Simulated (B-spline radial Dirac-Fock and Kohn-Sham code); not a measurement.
## Photoabsorption cross section of Hg⁶⁺ by shell

System: Hg⁶⁺, configuration 1s2 2s2 2p6 3s2 3p6 3d10 4s2 4p6 4d10 4f14 5s2 5p6 5d6.

Model: Dirac-Hartree-Slater photoionisation with all multipoles and Dirac-Fock thresholds. Program: a radial atomic solver.

Computed thresholds (eV): K 83198.6, L1 14951.0, L2 14310.3, L3 12384.7, M1 3670.2, M2 3384.8, M3 2953.6, M4 2487.2, M5 2396.5, N1 908.7, N2 786.0, N3 681.3, N4 480.7, N5 461.2, N6 201.2, N7 197.2, O1 221.7, O2 177.9, O3 158.5, O4 97.97, O5 95.48.

| photon energy (eV) | total (b) | K (%) | L (%) | M (%) | N (%) | O (%) |
| --- | --- | --- | --- | --- | --- | --- |
| 110 | 1.091e+06 | – | – | – | – | 100.0 |
| 241 | 4.584e+06 | – | – | – | 91.6 | 8.4 |
| 267 | 5.159e+06 | – | – | – | 93.1 | 6.9 |
| 761 | 2.497e+06 | – | – | – | 94.3 | 5.7 |
| 806 | 2.307e+06 | – | – | – | 94.3 | 5.7 |
| 1000 | 1.611e+06 | – | – | – | 93.9 | 6.1 |
| 1300 | 972000 | – | – | – | 93.1 | 6.9 |
| 4590 | 280600 | – | – | 79.3 | 18.4 | 2.3 |
| 6210 | 132600 | – | – | 79.1 | 18.4 | 2.5 |
| 6880 | 102300 | – | – | 79.0 | 18.4 | 2.6 |
| 7070 | 95490 | – | – | 78.9 | 18.5 | 2.6 |
| 10800 | 32100 | – | – | 78.4 | 18.7 | 2.9 |
| 12800 | 52180 | – | 60.5 | 31.0 | 7.4 | 1.2 |
| 15600 | 49700 | – | 75.4 | 19.2 | 4.6 | 0.8 |
| 37500 | 4934 | – | 76.5 | 18.2 | 4.5 | 0.8 |
| 39500 | 4287 | – | 76.5 | 18.1 | 4.5 | 0.8 |
| 41400 | 3774 | – | 76.6 | 18.1 | 4.5 | 0.8 |
| 58600 | 1461 | – | 76.7 | 18.0 | 4.5 | 0.9 |
| 82000 | 578.6 | – | 76.7 | 17.9 | 4.5 | 0.9 |
| 102000 | 1565 | 79.8 | 15.5 | 3.6 | 0.9 | 0.2 |
| 138000 | 706.6 | 80.6 | 14.9 | 3.5 | 0.9 | 0.2 |

Task: With what power of the photon energy does the total fall between 102000 and 138000 eV?

Result: As E^-2.63. The non-relativistic Born limit for an s electron far above threshold is E^-3.5; near threshold and at relativistic energies the fall is slower.

Run: 11 s of CPU time on 1 thread of Neoverse-N1 (shared host), peak memory 0.40 GiB.
